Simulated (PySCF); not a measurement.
These are PBE-D3(BJ)/def2-TZVP // PBE0-D3(BJ)/def2-TZVP in PySCF 2.14.0 values and carry that method's errors. Isolated molecules, 0 K electronic values unless said otherwise. 

Reference species (SMILES): `[SiH][SiH3]` (excited triplet) (neutral, multiplicity 3).

| Item | Result |
|---|---|
| dipole moment | 0.20 D |

Changed species: `N#C[Si][SiH3]` (excited triplet) (X = cyano, multiplicity 3; the reference has X = H, multiplicity 3).

Predict the effect on the dipole moment.

the dipole moment goes up by 3.74 D, to 3.94 D.
